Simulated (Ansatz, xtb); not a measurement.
**FH3N2Sn: where a starting geometry ends**

The starting geometry of this gas-phase singlet was built from a drawn formula by distance geometry and a force field; its bonds are those of `[N-]=[NH+][SnH2][F]`.

```xyz
7

F    -1.5041    1.8210   -1.7726
N    -0.0801   -0.5723    0.6271
N     0.6012    0.3296    0.1994
Sn    0.3380    1.1665   -1.6779
H     1.3441    0.7313    0.8356
H     1.4663    2.4569   -1.8846
H     0.6021   -0.0378   -2.8677
```

Task: Predict what it relaxes into with r2SCAN-D4/def2-SVP.

Result: It keeps its links, though one stretches towards breaking, and is `[N-]=[NH+][SnH2][F]`. Distances that change by over a tenth: N3–Sn4 (2.07 → 2.35 Å).

The energy falls by 0.37 eV over 22 steps:

| step | E − E(last) (eV) |
| --- | --- |
| 1 | 0.374 |
| 3 | 0.209 |
| 6 | 0.025 |
| 8 | 0.005 |
| 10 | 0.001 |
| 13 | 0.001 |
| 15 | 0.000 |
| 17 | 0.000 |
| 20 | 0.000 |
| 22 | 0.000 |

Final geometry (Å):

```xyz
7

F    -1.2986    2.1897   -1.7242
N     0.5886   -0.9793    0.3919
N     0.6081    0.2045    0.3508
Sn    0.4483    1.3069   -1.7167
H     0.6460    0.8094    1.2089
H     1.5137    2.4991   -2.4079
H     0.2613   -0.1349   -2.6435
```

From the same start GFN2-xTB ends elsewhere, in pieces: FHN2Sn + H2.

The end wasn't checked by frequencies. Atoms past krypton carry core potentials, without spin–orbit terms. Run with Ansatz 0.2.0, 21 s on 2 threads of Intel(R) Xeon(R) 6975P-C (Granite Rapids), on a shared host.
